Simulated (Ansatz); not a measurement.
`B[SiH2]F` + CH₃OH → `B[SiH2]OC` + H–F at 298.15 K and 1 bar (ligand exchange at the Si–F bond).

Gas-phase electronic energies from Ansatz, PBE0-D4/def2-TZVP geometries. CCSD(T)/CBS is the MP2 limit (def2-TZVPP, def2-QZVPP) plus CCSD(T) − MP2 in def2-TZVPP, frozen cores. This one scheme is used for every species. One conformer a species, not always the lowest.

```json
{"species": "`B[SiH2]F`", "CCSD(T)/CBS energy (Eh)": "-416.08532", "H − E (kJ/mol)": "118.3", "S (J/(mol·K))": "289.1"}
{"species": "CH₃OH", "CCSD(T)/CBS energy (Eh)": "-115.61712", "H − E (kJ/mol)": "146.3", "S (J/(mol·K))": "238.2"}
{"species": "`B[SiH2]OC`", "CCSD(T)/CBS energy (Eh)": "-431.29232", "H − E (kJ/mol)": "228.1", "S (J/(mol·K))": "339.2"}
{"species": "H–F", "CCSD(T)/CBS energy (Eh)": "-100.39570", "H − E (kJ/mol)": "33.5", "S (J/(mol·K))": "173.6"}
```

H − E and S are ideal-gas, rigid-rotor, harmonic terms from PBE0-D4/def2-TZVP, for one conformer and one mirror image of each species. 1 Eh = 2625.50 kJ/mol, R = 8.31446 J/(mol·K).

Problem. By hand: ΔE, ΔH, ΔS and ΔG.

Solution. ΔE = (-431.29232) + (-100.39570) − (-416.08532) − (-115.61712) = 0.01442 Eh = 37.9 kJ/mol. Δ(H − E) = 228.1 + 33.5 − 118.3 − 146.3 = -3.0, so ΔH = 34.9 kJ/mol. ΔS = 339.2 + 173.6 − 289.1 − 238.2 = -14.5 J/(mol·K). ΔG = 34.9 − 298.15 × (-14.5)/1000 = 39.2 kJ/mol.

Problem. By hand: the equilibrium constant, and the temperature at which ΔG would vanish if ΔH and ΔS stayed fixed.

Solution. log₁₀ K = −ΔG/(RT ln 10) = -6.9. ΔH and −TΔS have one sign here, so there is no such temperature.

The number of gas molecules stays the same, so ΔS is small and ΔH decides. A doubt of 5 kJ/mol in ΔE shifts log₁₀ K by 0.9 here. Other conformers and mirror images would add mixing entropy, several J/(mol·K) or more a flexible species. These are equilibria of isolated gas molecules and say nothing of rates. Largest T1 diagnostic: 0.012 (customary marks: 0.02 for closed shells, 0.045 for open ones).
